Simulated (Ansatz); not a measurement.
IZn, charge +1, singlet, at a GFN2-xTB geometry (such geometries of metal compounds can be far from the true shape) (core potentials on I); HF/def2-SVP (Ansatz, a program for electronic structure).

The Ansatz input:
Ansatz 0.2 input:
```yaml
crystal:
  periodic: [false, false, false]
  atoms:
    - {symbol: Zn, position_ang: [-0.00000000, -0.00000000, -1.52043851]}
    - {symbol: I, position_ang: [0.00000000, 0.00000000, 0.86062557]}
basis:
  gaussian:
    orbitals: def2-SVP
hamiltonian:
  xc: hf
total_charge: 1
scf: {lower_state_search: full}
```

What the program printed (banner, timings and long lists left out):

```
Functional definition: HF
632 factors; integrals over basis functions are off by at most 5.4e-4 eV
mean field evaluation 1: about -56433.4997 eV, gradient 2.4e1 eV
mean field evaluation 2: about -56433.5947 eV, gradient 2.4e1 eV
mean field evaluation 4: about -56435.5463 eV, gradient 2.0e0 eV
mean field evaluation 8: about -56435.5592 eV, gradient 1.8e-1 eV
mean field evaluation 16: about -56398.2489 eV, gradient 6.2e1 eV
mean field evaluation 32: about -56429.7017 eV, gradient 6.7e1 eV
mean field -56435.55939609 eV, -2073.9685544101 hartree, gradient 1.8e-5 eV, S^2 0.000000; 2 other end points of the search recorded, 0 dependent functions left out
reference -56435.55939609 eV, -2073.9685544101 hartree; 27, 27 occupied and 30, 30 virtual orbitals, 632 factors
Total energy: -56435.55939609 eV, -2073.9685544101 hartree
```
